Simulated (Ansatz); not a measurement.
`C[Si](F)(S)Cl` + CH₄ → `C[Si](C)(F)S` + HCl at 600 K and 1 bar (formal exchange of groups at the Si–Cl bond).

Calculated with Ansatz (gas phase, PBE0-D4/def2-TZVP geometries, no zero-point term in ΔE). CCSD(T)/CBS is the MP2 limit (def2-TZVPP, def2-QZVPP) plus CCSD(T) − MP2 in def2-TZVPP, frozen cores. This one scheme is used for every species. One conformer a species, not always the lowest.

```
        species  CCSD(T)/CBS energy (Eh)  H − E (kJ/mol)  S (J/(mol·K))
`C[Si](F)(S)Cl`              -1287.05862           198.1          451.5
            CH₄                -40.46206           140.4          215.7
 `C[Si](C)(F)S`               -867.09893           298.6          480.6
            HCl               -460.38127            35.4          207.2
```

H − E and S are ideal-gas, rigid-rotor, harmonic terms from PBE0-D4/def2-TZVP, for one conformer and one mirror image of each species. 1 Eh = 2625.50 kJ/mol, R = 8.31446 J/(mol·K).

Problem. By hand: ΔE, ΔH, ΔS and ΔG.

Solution. ΔE = (-867.09893) + (-460.38127) − (-1287.05862) − (-40.46206) = 0.04048 Eh = 106.3 kJ/mol. Δ(H − E) = 298.6 + 35.4 − 198.1 − 140.4 = -4.5, so ΔH = 101.8 kJ/mol. ΔS = 480.6 + 207.2 − 451.5 − 215.7 = 20.6 J/(mol·K). ΔG = 101.8 − 600 × (20.6)/1000 = 89.4 kJ/mol.

Problem. By hand: the equilibrium constant, and the temperature at which ΔG would vanish if ΔH and ΔS stayed fixed.

Solution. log₁₀ K = −ΔG/(RT ln 10) = -7.8. ΔG = 0 at ΔH/ΔS = 4942 K, far beyond where these terms or the molecules hold.

ΔH outweighs TΔS. A doubt of 5 kJ/mol in ΔE shifts log₁₀ K by 0.4 here. Other conformers and mirror images would add mixing entropy, several J/(mol·K) or more a flexible species. These are equilibria of isolated gas molecules and say nothing of rates. Largest T1 diagnostic: 0.011 (customary marks: 0.02 for closed shells, 0.045 for open ones).
